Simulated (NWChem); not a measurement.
System: C3H4O2; SMILES O=C1COC1

The following NWChem deck was run.

```
start job
memory heap 200 mb stack 900 mb global 1100 mb
geometry units angstroms noautoz
  O      0.000000     0.000000     1.866112
  C      0.000000     0.000000     0.663226
  C      0.000000     1.053520    -0.454240
  O      0.000000     0.000000    -1.438995
  C      0.000000    -1.053520    -0.454240
  H      0.906462     1.702195    -0.492184
  H     -0.906462     1.702195    -0.492184
  H      0.906462    -1.702195    -0.492184
  H     -0.906462    -1.702195    -0.492184
end
basis spherical
  O library 6-31g*
  C library 6-31g*
  H library 6-31g*
end
dft
  xc becke88 perdew86
  iterations 150
  mulliken
end
task dft energy
```

Parts of the log:

```
             Northwest Computational Chemistry Package (NWChem) 7.3.0
             --------------------------------------------------------

 C2V symmetry detected

                             Geometry "geometry" -> ""
                             -------------------------

 Output coordinates in angstroms (scale by  1.889725989 to convert to a.u.)

  No.       Tag          Charge          X              Y              Z
 ---- ---------------- ---------- -------------- -------------- --------------
    1 O                    8.0000     0.00000000     0.00000000     1.86672579
    2 C                    6.0000     0.00000000     0.00000000     0.66383979
    3 C                    6.0000     0.00000000     1.05352000    -0.45362621
    4 O                    8.0000     0.00000000     0.00000000    -1.43838121
    5 C                    6.0000     0.00000000    -1.05352000    -0.45362621
    6 H                    1.0000     0.90646200     1.70219500    -0.49157021
    7 H                    1.0000    -0.90646200     1.70219500    -0.49157021
    8 H                    1.0000     0.90646200    -1.70219500    -0.49157021
    9 H                    1.0000    -0.90646200    -1.70219500    -0.49157021

 Effective nuclear repulsion energy (a.u.)     168.4819140023

      Symmetry information
      --------------------

 Group name             C2v
 Group number             16
 Group order               4
 No. of unique centers     5

  perdew86 is a nonlocal functional; adding perdew81 local functional.

                                 NWChem DFT Module
                                 -----------------

 Summary of "ao basis" -> "ao basis" (spherical)
 ------------------------------------------------------------------------------
       Tag                 Description            Shells   Functions and Types
 ---------------- ------------------------------  ------  ---------------------
 O                           6-31g*                  6       14   3s2p1d
 C                           6-31g*                  6       14   3s2p1d
 H                           6-31g*                  2        2   2s

      Symmetry analysis of basis
      --------------------------

        a1         33
        a2          9
        b1         15
        b2         21

            General Information
            -------------------
          SCF calculation type: DFT
          Wavefunction type:  closed shell.
          No. of atoms     :     9
          No. of electrons :    38
           Alpha electrons :    19
            Beta electrons :    19
          Charge           :     0
          Spin multiplicity:     1
          Use of symmetry is: on ; symmetry adaption is: on
          Maximum number of iterations: 150
          AO basis - number of functions:    78
                     number of shells:    38
          Convergence on energy requested:  1.00D-06
          Convergence on density requested:  1.00D-05
          Convergence on gradient requested:  5.00D-04

              XC Information
              --------------
                    Becke 1988 Exchange Functional  1.000
                Perdew 1981 Correlation Functional  1.000 local
                Perdew 1986 Correlation Functional  1.000 non-local

             Grid Information
             ----------------
          Grid used for XC integration:  medium
          Radial quadrature: Mura-Knowles
          Angular quadrature: Lebedev.
          Tag              B.-S. Rad. Rad. Pts. Rad. Cut. Ang. Pts.
          ---              ---------- --------- --------- ---------
          O                   0.60       49           8.0       434
          C                   0.70       49           8.0       434
          H                   0.35       45          10.0       434
          Grid pruning is: on
          Number of quadrature shells:   241
          Spatial weights used:  Erf1

      Superposition of Atomic Density Guess
      -------------------------------------

 Sum of atomic energies:        -264.48239707

      Non-variational initial energy
      ------------------------------

 Total energy =    -266.942976
 1-e energy   =    -694.453359
 2-e energy   =     259.028469
 HOMO         =      -0.278668
 LUMO         =      -0.002421

      Symmetry analysis of molecular orbitals - initial
      -------------------------------------------------

  Numbering of irreducible representations:

     1 a1          2 a2          3 b1          4 b2

  Orbital symmetries:

     1 a1          2 a1          3 a1          4 b2          5 a1
     6 a1          7 a1          8 b2          9 a1         10 a1
    11 b1         12 a1         13 b2         14 b1         15 b2
    16 a2         17 a1         18 b1         19 b2         20 b1
    21 a1         22 a1         23 b2         24 b2         25 a2
    26 b1         27 a1         28 b2         29 a1

     ---------------------------------------------
      Total Density - Mulliken Population Analysis
     ---------------------------------------------

    Atom       Charge   Shell Charges
 -----------   ------   -------------------------------------------------------
    1 O    8     8.85   2.00  0.95  3.10  0.94  1.84  0.02
    2 C    6     5.18   2.00  0.71  1.48  0.48  0.43  0.08
    3 C    6     6.03   2.00  0.70  1.76  0.60  0.91  0.05
    4 O    8     8.75   2.00  0.93  3.00  0.95  1.85  0.02
    5 C    6     6.03   2.00  0.70  1.76  0.60  0.91  0.05
    6 H    1     0.79   0.46  0.33
    7 H    1     0.79   0.46  0.33
    8 H    1     0.79   0.46  0.33
    9 H    1     0.79   0.46  0.33

   convergence    iter        energy       DeltaE   RMS-Dens  Diis-err
 ---------------- ----- ----------------- --------- --------- ---------
 d= 0,ls=0.0,diis     1   -266.9461448944 -4.35D+02  3.44D-02  1.40D+00
 d= 0,ls=0.0,diis     2   -265.9529014902  9.93D-01  2.66D-02  1.11D+01
 d= 0,ls=0.0,diis     3   -267.1016270344 -1.15D+00  5.41D-03  1.10D-01
 d= 0,ls=0.0,diis     4   -267.1004406146  1.19D-03  2.89D-03  1.28D-01
 d= 0,ls=0.0,diis     5   -267.1124940502 -1.21D-02  6.37D-04  3.69D-03
  Resetting Diis
 d= 0,ls=0.0,diis     6   -267.1128343754 -3.40D-04  1.99D-04  2.08D-04
 d= 0,ls=0.0,diis     7   -267.1128638327 -2.95D-05  3.80D-05  1.55D-06
 d= 0,ls=0.0,diis     8   -267.1128626667  1.17D-06  2.62D-05  1.33D-05
 d= 0,ls=0.0,diis     9   -267.1128640031 -1.34D-06  2.30D-06  3.92D-08
 d= 0,ls=0.0,diis    10   -267.1128640073 -4.23D-09  5.80D-07  2.81D-09

         Total DFT energy =     -267.112864007335
      One electron energy =     -697.178300340250
           Coulomb energy =      296.481127533833
    Exchange-Corr. energy =      -34.897605203201
 Nuclear repulsion energy =      168.481914002283

 Numeric. integr. density =       37.999997913411

                  Occupations of the irreducible representations
                  ----------------------------------------------

                     irrep           alpha         beta
                     --------     --------     --------
                     a1               10.0         10.0
                     a2                1.0          1.0
                     b1                3.0          3.0
                     b2                5.0          5.0

                       DFT Final Molecular Orbital Analysis
                       ------------------------------------

 Vector   17  Occ=2.000000D+00  E=-3.041228D-01  Symmetry=a1
              MO Center= -6.3D-17, -2.8D-15, -9.0D-01, r^2= 2.0D+00
   Bfn.  Coefficient  Atom+Function         Bfn.  Coefficient  Atom+Function
  ----- ------------  ---------------      ----- ------------  ---------------
    47      0.511800  4 O  pz                51      0.355326  4 O  pz
    19      0.227701  2 C  pz                 5     -0.214648  1 O  pz
    33     -0.205436  3 C  pz                61     -0.205436  5 C  pz
    48     -0.202081  4 O  s                 20     -0.176060  2 C  s
     9     -0.143414  1 O  pz                44     -0.132257  4 O  s

 Vector   18  Occ=2.000000D+00  E=-2.257320D-01  Symmetry=b1
              MO Center=  4.2D-16,  8.7D-16, -1.1D+00, r^2= 1.8D+00
   Bfn.  Coefficient  Atom+Function         Bfn.  Coefficient  Atom+Function
  ----- ------------  ---------------      ----- ------------  ---------------
    45      0.587637  4 O  px                49      0.434345  4 O  px
    72     -0.178943  6 H  s                 74      0.178943  7 H  s
    76     -0.178943  8 H  s                 78      0.178943  9 H  s
    31     -0.122505  3 C  px                59     -0.122505  5 C  px
    71     -0.122205  6 H  s                 73      0.122205  7 H  s

 Vector   19  Occ=2.000000D+00  E=-2.220069D-01  Symmetry=b2
              MO Center=  1.7D-16, -5.6D-14,  1.0D+00, r^2= 2.2D+00
   Bfn.  Coefficient  Atom+Function         Bfn.  Coefficient  Atom+Function
  ----- ------------  ---------------      ----- ------------  ---------------
     4      0.535727  1 O  py                 8      0.372508  1 O  py
    34     -0.283880  3 C  s                 62      0.283880  5 C  s
    33     -0.195228  3 C  pz                61      0.195228  5 C  pz
    32      0.184409  3 C  py                60      0.184409  5 C  py
    36      0.163750  3 C  py                64      0.163750  5 C  py

 Vector   20  Occ=0.000000D+00  E=-7.591285D-02  Symmetry=b1
              MO Center= -3.0D-15, -3.3D-15,  7.8D-01, r^2= 2.2D+00
   Bfn.  Coefficient  Atom+Function         Bfn.  Coefficient  Atom+Function
  ----- ------------  ---------------      ----- ------------  ---------------
    17      0.526609  2 C  px                21      0.432040  2 C  px
     3     -0.420080  1 O  px                 7     -0.392986  1 O  px
    72     -0.274339  6 H  s                 74      0.274339  7 H  s
    76     -0.274339  8 H  s                 78      0.274339  9 H  s
    35      0.150989  3 C  px                63      0.150989  5 C  px

 Vector   21  Occ=0.000000D+00  E= 2.569441D-02  Symmetry=a1
              MO Center=  3.2D-17, -4.5D-15, -5.5D-01, r^2= 2.8D+00
   Bfn.  Coefficient  Atom+Function         Bfn.  Coefficient  Atom+Function
  ----- ------------  ---------------      ----- ------------  ---------------
    48     -0.885449  4 O  s                 20      0.854719  2 C  s
    37     -0.711719  3 C  pz                65     -0.711719  5 C  pz
    23     -0.417186  2 C  pz                51     -0.361241  4 O  pz
    33     -0.323112  3 C  pz                61     -0.323112  5 C  pz
    47     -0.249854  4 O  pz                44     -0.183689  4 O  s

 Vector   22  Occ=0.000000D+00  E= 7.052145D-02  Symmetry=a1
              MO Center= -4.1D-15, -1.3D-14, -4.5D-01, r^2= 5.8D+00
   Bfn.  Coefficient  Atom+Function         Bfn.  Coefficient  Atom+Function
  ----- ------------  ---------------      ----- ------------  ---------------
    34      1.074303  3 C  s                 62      1.074303  5 C  s
    72     -0.945822  6 H  s                 74     -0.945822  7 H  s
    76     -0.945822  8 H  s                 78     -0.945822  9 H  s
    36      0.642614  3 C  py                64     -0.642614  5 C  py
    23     -0.461318  2 C  pz                 6      0.372897  1 O  s

     ---------------------------------------------
      Total Density - Mulliken Population Analysis
     ---------------------------------------------

    Atom       Charge   Shell Charges
 -----------   ------   -------------------------------------------------------
    1 O    8     8.32   2.00  0.93  2.85  0.93  1.58  0.03
    2 C    6     5.71   2.00  0.71  1.94  0.45  0.53  0.09
    3 C    6     6.13   2.00  0.69  2.03  0.56  0.79  0.06
    4 O    8     8.44   2.00  0.91  2.87  0.98  1.65  0.03
    5 C    6     6.13   2.00  0.69  2.03  0.56  0.79  0.06
    6 H    1     0.82   0.52  0.30
    7 H    1     0.82   0.52  0.30
    8 H    1     0.82   0.52  0.30
    9 H    1     0.82   0.52  0.30

     -------------------------------------------
      Total Density - Lowdin Population Analysis
     -------------------------------------------

    Atom       Charge   Shell Charges
 -----------   ------   -------------------------------------------------------
    1 O    8     8.14   1.99  0.86  2.70  0.70  1.82  0.06
    2 C    6     5.91   1.98  0.54  1.73  0.39  1.04  0.22
    3 C    6     6.14   1.99  0.56  1.83  0.43  1.20  0.12
    4 O    8     8.24   1.99  0.87  2.74  0.68  1.90  0.06
    5 C    6     6.14   1.99  0.56  1.83  0.43  1.20  0.12
    6 H    1     0.86   0.49  0.37
    7 H    1     0.86   0.49  0.37
    8 H    1     0.86   0.49  0.37
    9 H    1     0.86   0.49  0.37

     Multipole analysis of the density
     ---------------------------------

     L   x y z        total         alpha         beta         nuclear
     -   - - -        -----         -----         ----         -------
     0   0 0 0     -0.000000    -19.000000    -19.000000     38.000000

     1   1 0 0     -0.000000     -0.000000     -0.000000      0.000000
     1   0 1 0     -0.000000     -0.000000     -0.000000      0.000000
     1   0 0 1     -0.298493     -0.149247     -0.149247      0.000000

     2   2 0 0    -20.019369    -15.878181    -15.878181     11.736994
     2   1 1 0      0.000000      0.000000      0.000000      0.000000
     2   1 0 1      0.000000      0.000000      0.000000      0.000000
     2   0 2 0    -18.238218    -53.594437    -53.594437     88.950655
     2   0 1 1     -0.000000     -0.000000     -0.000000      0.000000
     2   0 0 2    -27.739764   -104.055024   -104.055024    180.370284
```

Level: BP86/6-31G* (spherical d). Structure relaxed at the PBE-D3(BJ)/def2-SVP level.
